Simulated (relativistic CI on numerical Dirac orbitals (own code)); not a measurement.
## Line list: Electric-dipole lines, Sr IV

Method of calculation: Dirac-Coulomb-Breit CI, orbitals from a KLI potential per configuration, model QED, valence Slater integrals scaled by 0.85, configuration energies shifted to the measured levels that pair with them (semi-empirical) (own radial code, finite nucleus).

Configurations in the expansion (outside the closed core [Ar] 3d10): 4s2.4p5, 4s.4p6, 4s2.4p4.4d, 4s2.4p4.5s, 4s2.4p4.5p, 4s2.4p4.6s, 4s.4p5.4d, 4s2.4p3.4d2, 4s2.4p4.4f, 4s.4p5.4f, 4s2.4p4.5d, 4s2.4p3.4f2, 4s2.4p4.6p, 4p5.4d2, 4s2.4p4.6d, 4s2.4p4.5f, 4s2.4p4.5g, 4s2.4p4.6f, 4s.4p5.5s, 4s2.4p3.4d.4f, 4p6.4d, 4s.4p4.4d2, 4s.4p5.5p, 4s2.4p3.4d.5s, 4s.4p5.5d, 4s.4p5.6s, 4p5.4f2, 4s.4p5.6p, 4s2.4p3.4d.5p, 4s2.4p3.5s2. Levels of other configurations are missing.

```
λ vac (nm)                   Lower                    Upper   A (s⁻¹)  E lower (cm⁻¹)  E upper (cm⁻¹)
    38.151       4s.4p6 2S_1/2 [3]  4s.4p5.4d 2P°_1/2 [301]  5.95e+10          150505          412620
    38.157       4s.4p6 2S_1/2 [3]  4s.4p5.4d 2P°_3/2 [300]  6.13e+10          150505          412581
    38.608     4s2.4p5 2P°_3/2 [1]   4s2.4p4.4d 2P_1/2 [37]  5.39e+09               0          259014
    39.189     4s2.4p5 2P°_3/2 [1]   4s2.4p4.4d 2D_5/2 [36]  5.37e+10               0          255176
    39.208     4s2.4p5 2P°_1/2 [2]   4s2.4p4.4d 2D_3/2 [38]  6.27e+10            9578          264628
    39.341     4s2.4p5 2P°_3/2 [1]   4s2.4p4.4d 2P_3/2 [35]  5.97e+10               0          254185
    39.630     4s2.4p5 2P°_3/2 [1]   4s2.4p4.4d 2S_1/2 [34]  6.17e+10               0          252334
    39.949     4s2.4p5 2P°_3/2 [1]   4s2.4p4.5s 2D_5/2 [32]  1.82e+10               0          250318
    40.090     4s2.4p5 2P°_1/2 [2]   4s2.4p4.4d 2P_1/2 [37]  5.54e+10            9578          259014
    40.934     4s2.4p5 2P°_3/2 [1]   4s2.4p4.4d 2D_5/2 [31]  2.06e+09               0          244298
    41.194     4s2.4p5 2P°_1/2 [2]   4s2.4p4.4d 2S_1/2 [34]  1.10e+10            9578          252334
    41.299     4s2.4p5 2P°_3/2 [1]   4s2.4p4.5s 2P_1/2 [30]  9.11e+09               0          242135
    41.434     4s2.4p5 2P°_1/2 [2]   4s2.4p4.5s 2D_3/2 [33]  7.60e+09            9578          250926
    41.986     4s2.4p5 2P°_3/2 [1]   4s2.4p4.5s 4P_3/2 [28]  5.46e+09               0          238176
    43.000     4s2.4p5 2P°_1/2 [2]   4s2.4p4.5s 2P_1/2 [30]  4.65e+09            9578          242135
    43.077     4s2.4p5 2P°_3/2 [1]   4s2.4p4.5s 4P_3/2 [26]  5.74e+09               0          232142
    43.215     4s2.4p5 2P°_1/2 [2]   4s2.4p4.4d 2D_3/2 [29]  3.08e+09            9578          240978
    43.770       4s.4p6 2S_1/2 [3]  4s.4p5.4d 2P°_3/2 [166]  2.15e+09          150505          378969
    44.780       4s.4p6 2S_1/2 [3]  4s.4p5.4d 2P°_1/2 [157]  3.26e+09          150505          373820
    57.049   4s2.4p4.4d 4D_5/2 [5]  4s.4p5.4d 4D°_7/2 [143]  3.54e+08          187220          362508
    57.196   4s2.4p4.4d 4D_3/2 [6]  4s.4p5.4d 4D°_5/2 [146]  5.05e+08          188026          362862
    59.062   4s2.4p4.4d 4D_5/2 [5]  4s.4p5.4d 2F°_7/2 [128]  2.78e+08          187220          356535
    59.103   4s2.4p4.4d 4D_3/2 [6]  4s.4p5.4d 4F°_3/2 [129]  9.79e+08          188026          357222
    59.564   4s2.4p4.4d 4D_5/2 [5]  4s.4p5.4d 4F°_5/2 [122]  1.39e+09          187220          355107
    59.851   4s2.4p4.4d 4D_3/2 [6]  4s.4p5.4d 4F°_5/2 [122]  1.75e+09          188026          355107
    60.063   4s2.4p4.4d 4D_7/2 [4]  4s.4p5.4d 4F°_9/2 [117]  3.20e+09          187200          353692
    60.086   4s2.4p4.4d 4D_7/2 [4]  4s.4p5.4d 4F°_7/2 [116]  1.11e+09          187200          353627
    60.094   4s2.4p4.4d 4D_5/2 [5]  4s.4p5.4d 4F°_7/2 [116]  1.98e+09          187220          353627
    66.368   4s2.4p4.4d 4D_7/2 [4]   4s.4p5.4d 4P°_5/2 [82]  4.13e+08          187200          337874
    66.443     4s2.4p5 2P°_3/2 [1]        4s.4p6 2S_1/2 [3]  8.35e+08               0          150505
    118.99   4s2.4p4.4d 4D_7/2 [4]  4s2.4p4.5p 2D°_5/2 [43]  9.73e+07          187200          271243
    119.26   4s2.4p4.4d 4D_7/2 [4]  4s2.4p4.5p 4D°_7/2 [42]  2.54e+08          187200          271051
    124.72   4s2.4p4.4d 4D_5/2 [5]  4s2.4p4.5p 4P°_3/2 [40]  3.90e+08          187220          267398
    124.85   4s2.4p4.4d 4D_7/2 [4]  4s2.4p4.5p 4P°_5/2 [39]  5.95e+08          187200          267293
    124.89   4s2.4p4.4d 4D_5/2 [5]  4s2.4p4.5p 4P°_5/2 [39]  3.79e+08          187220          267293
    125.99   4s2.4p4.4d 4D_3/2 [6]  4s2.4p4.5p 4P°_3/2 [40]  4.22e+08          188026          267398
    134.11  4s2.4p4.4d 2G_9/2 [22]  4s2.4p4.5p 2F°_7/2 [54]  8.39e+08          216082          290651
    135.65   4s2.4p4.4d 4F_9/2 [8]  4s2.4p4.5p 4D°_7/2 [42]  8.22e+08          197332          271051
    221.17  4s2.4p4.5s 2D_5/2 [32]  4s2.4p4.5p 2D°_5/2 [57]  3.54e+08          250318          295533
    234.98  4s2.4p4.5s 4P_5/2 [25]  4s2.4p4.5p 4D°_7/2 [42]  4.24e+08          228494          271051
    244.88  4s2.4p4.5s 4P_3/2 [28]  4s2.4p4.5p 4D°_5/2 [49]  3.50e+08          238176          279013
    247.94  4s2.4p4.5s 2D_5/2 [32]  4s2.4p4.5p 2F°_7/2 [54]  3.47e+08          250318          290651
    255.75  4s2.4p4.5s 4P_3/2 [26]  4s2.4p4.5p 2D°_5/2 [43]  3.16e+08          232142          271243
    257.74  4s2.4p4.5s 4P_5/2 [25]  4s2.4p4.5p 4P°_5/2 [39]  2.90e+08          228494          267293
    262.03  4s2.4p4.5s 2D_3/2 [33]  4s2.4p4.5p 2F°_5/2 [53]  2.57e+08          250926          289090
```

Terms are leading LS components. Brackets give the number of a level in order of energy, since labels repeat. The list gives strong lines, with weight on those to low levels, without configurations that were not tied to measured data, without lines whose two gauges differ by over a factor of 2.5, among the lowest 400 of 1717 levels, so that lines to higher ones, which can be the strongest, are missing, and without lines across small gaps between configurations. Levels whose partners in the same complex of configurations lie outside the list can be far off, and so can their lines. Rates are taken at the computed energies, electric ones in the length gauge.

Configurations whose levels could be paired with our table of measured levels were shifted onto them, all but the ground configuration, by the median error of their levels; single terms can still be off by 1,000 to 2,000 cm⁻¹ or more, and rates follow the energies as ν³ (E1, M1) or ν⁵ (E2). The others borrow a shift and can be off by several thousand cm⁻¹ or more. The fine structure of a lone outer electron comes out too small, for d and f at times inverted, and misplaced configurations move strength between like terms. 56 of the 69 excited levels that our extract of the measured tables holds in this range could be paired (the sources list more); they are missed by 559 cm⁻¹ on average and 5783 at most, after the shifts were fitted to these levels, and levels without a partner can miss by more.

LS names give the leading component of a level, which can be under half, so a name can repeat, a term be missing and a line seem to break the LS rules.
